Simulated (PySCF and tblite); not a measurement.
The numbers below are computed, except where a source is named.
C₄H₄FNO₂, numbered as in [OH:1][c:2]1[o:3][cH:4][n:5][c:6]1[CH2:7][F:8].

Conformers came from 90 starts (ETKDG, MMFF94s, GFN2-xTB); geometries are GFN2-xTB. Free energies are B3LYP-D3(BJ)/def2-SVP (IEF-PCM, dichloromethane) single points with GFN2-xTB rigid-rotor and vibrational terms (modes under about 100 cm⁻¹ blended into free rotors). Symmetry numbers and mirror images are counted. Conformers within 2.5 kcal/mol (GFN2-xTB free energy) were kept, 6 at most. (PySCF 2.14, tblite 0.8.)

Rotational constants are equilibrium values for the commonest isotopes; dipoles come from the energy level named and are polarised by its solvent model.

Torsions listed: H1–O1–C2–O3, N5–C6–C7–F8. Of a mirror pair one member is shown.

| conformer | shape | symmetry |
| --- | --- | --- |
| 1 | 180°, 180° | Cs |
| 2 | -4°, 107° | C1 (pair) |

Question: Give the rotational constants and dipole components.

Answer: 
```tsv
conformer	A (MHz)	B (MHz)	C (MHz)	abs μa (D)	abs μb (D)	abs μc (D)	κ	Ic−Ia−Ib (u Å²)
1	3781	1912	1280	0.77	0.20	0.00	-0.49	-3.2
2	3425	1831	1281	3.53	2.19	0.81	-0.49	-29.0
```

Question: Which type of transition is strongest for conformer 1?

Answer: a-type, since that component is clearly the largest; the top is asymmetric (κ = -0.49).

The minima are those of GFN2-xTB; planar forms about aryl–S or allylic bonds may be saddles in DFT.


Conformer gaps in def2-SVP on xTB geometries can be 2 kcal/mol too large for S=O, P=O and other polar bonds.